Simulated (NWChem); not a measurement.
System: C2H4ClFSi; SMILES C=C[Si@H](F)Cl

```xyz
9

C     -0.5382     2.4384    -0.4422
C     -0.8889     1.3466     0.2482
Si     0.2917    -0.0512     0.5017
F      1.6598     0.3164    -0.2876
Cl    -0.4649    -1.7873    -0.3043
H     -1.2306     3.2726    -0.5999
H      0.4592     2.5410    -0.8828
H     -1.8999     1.2800     0.6697
H      0.6427    -0.3285     1.9150
```
Atoms are numbered in this order, from 1.

Level: PBE0/def2-SVP (NWChem), optimised geometry, unscaled harmonic frequencies. 

Q: List the harmonic frequencies with IR intensities, and the thermochemistry.

A: 
```tsv
frequency (cm⁻¹)	IR intensity (km/mol)
86	0.2
152	0.3
201	6.5
265	6.5
401	11.9
515	31.8
580	99.6
700	32.4
822	45.7
837	247.5
917	144.2
1009	26.3
1015	25.9
1037	16.0
1272	1.6
1417	22.1
1685	17.6
2294	115.3
3149	6.7
3175	0.5
3250	1.3
```

| Item | Result |
|---|---|
| zero-point energy | 35.4 kcal/mol |
| thermal correction to the enthalpy at 298.15 K (with zero-point energy) | 40.0 kcal/mol |
| heat capacity Cv | 21.0 cal/(mol K) |
| entropy at 298.15 K and 1 atm (symmetry number 1) | 80.6 cal/(mol K) |
| dipole moment | 2.17 D |

Rigid rotor and harmonic oscillator; modes under 100 cm⁻¹ make the entropy uncertain.
